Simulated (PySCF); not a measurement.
Unrelated species, one level of theory. Level of theory: TDDFT B3LYP/def2-SVPD, vertical, gas phase, core orbitals frozen in the response in PySCF. Geometries: PBE0-D3(BJ)/def2-SVP; one conformer of each isolated species. Triplets are in the Tamm–Dancoff approximation. Relativistic effects are left out although some hold elements past zinc.

Problem. Rank by computed HOMO energy, lowest first.
A. `B/C=C\C#C`
B. `[F][Ti]([F])([F])[Br]`
C. `FB(F)Cl`
D. `Cc1ccsc1C`

Solution. C (-9.70 eV), B (-9.20 eV), A (-7.40 eV), D (-6.17 eV).

```json
{"SMILES": "FB(F)Cl", "HOMO (eV)": "-9.70", "LUMO (eV)": "-0.65", "T1 (eV)": "7.40", "S1 (eV)": "7.58", "α (au)": "28.5", "S1 mainly": "H→L (100%)"}
{"SMILES": "[F][Ti]([F])([F])[Br]", "HOMO (eV)": "-9.20", "LUMO (eV)": "-3.78", "T1 (eV)": "3.89", "S1 (eV)": "4.13", "α (au)": "56.1", "S1 mainly": "H-1/H→L/L+1 (99%)"}
{"SMILES": "B/C=C\\C#C", "HOMO (eV)": "-7.40", "LUMO (eV)": "-2.79", "T1 (eV)": "2.72", "S1 (eV)": "4.02", "α (au)": "67.4", "S1 mainly": "H-1→L (99%)"}
{"SMILES": "Cc1ccsc1C", "HOMO (eV)": "-6.17", "LUMO (eV)": "-0.39", "T1 (eV)": "–", "S1 (eV)": "5.40", "α (au)": "89.3", "S1 mainly": "H→L+1 (50%)"}
```

H and L stand for HOMO and LUMO; a dash means that no computed state gives the value. A slash joins orbitals within 0.01 eV of each other, whose weights are summed (≥ marks a lower bound).

- `FB(F)Cl`: Löwdin shares by element: HOMO chlorine 85%, fluorine 8%, boron 6%; LUMO boron 44%, fluorine 33%, chlorine 23%.
- `[F][Ti]([F])([F])[Br]`: for S1 the Löwdin share of titanium is 7% in HOMO and 78% in LUMO (ligand-to-metal charge transfer by this measure).
- `B/C=C\C#C`: Löwdin shares by element: HOMO carbon 87%; LUMO carbon 52% or more, boron 28% (atoms not listed hold the other 20%).
- `Cc1ccsc1C`: Löwdin shares by element: HOMO carbon 77% or more (atoms not listed hold the other 23%); LUMO carbon 55% or more, sulfur 22% (atoms not listed hold the other 23%).
